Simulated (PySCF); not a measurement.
## Mayer bond orders and bond lengths

C5H8ClF.
Atom-mapped SMILES: `[CH3:1][C@@H:2]1[CH2:3][C@H:4]([Cl:5])[C@@H:6]1[F:7]` (hydrogens: H8, H9, H10 on C1; H11 on C2; H12, H13 on C3; H14 on C4; H15 on C6)

Cartesian coordinates in Å at the PBE0-D3(BJ)/def2-SVP level; atoms count from 1:
```
atom  x, y, z in Å
C1    -1.6768   -0.3746   -0.8132
C2    -0.7093    0.2420    0.1795
C3     0.5354    0.9141   -0.4534
C4     1.3866   -0.3189   -0.1019
Cl5    1.6493   -1.4279   -1.4695
C6     0.2489   -0.7681    0.8371
F7    -0.1127   -2.0752    0.8071
H8    -2.4172   -1.0044   -0.2987
H9    -1.1510   -1.0033   -1.5456
H10   -2.2168    0.4132   -1.3602
H11   -1.2565    0.8681    0.9016
H12    0.8750    1.8144    0.0794
H13    0.4690    1.1418   -1.5262
H14    2.3689   -0.1506    0.3584
H15    0.4916   -0.4964    1.8788
```

Bond orders from the PBE0/pcSseg-1 density (PySCF). Geometry: PBE0-D3(BJ)/def2-SVP, one conformer, isolated molecule.

Where do the orders between heavy atoms depart from those drawn in the SMILES?

The largest departure is 0.077, at C4–C6 (drawn single, 0.923).

Give the Mayer order of every bond between heavy atoms, beside its length.

```
  bond  drawn as  length (Å)  Mayer order
 C1–C2    single       1.517        1.016
 C2–C3    single       1.550        0.985
 C3–C4    single       1.539        0.966
C4–Cl5    single       1.780        1.024
 C4–C6    single       1.542        0.923
 C6–F7    single       1.357        0.937
 C6–C2    single       1.540        0.971
```

By pair of heavy elements: C–C: lowest C4–C6 (0.923, 1.542 Å), highest C1–C2 (1.016, 1.517 Å); in 1 of the 10 pairs the longer bond (by over 0.003 Å) has the higher order (by 0.02 or more).

And the bonds to hydrogen?

C–H: 0.94 to 0.96 (8 bonds).

Sum the orders of all bonds at each heavy atom with more than one neighbour and set the sums beside the valence in the SMILES.

C1 3.894 (drawn 4), C2 3.925 (drawn 4), C3 3.838 (drawn 4), C4 3.858 (drawn 4), C6 3.777 (drawn 4). Orders between atoms that aren't bonded are not in these sums.

Mayer orders depend on the basis set.
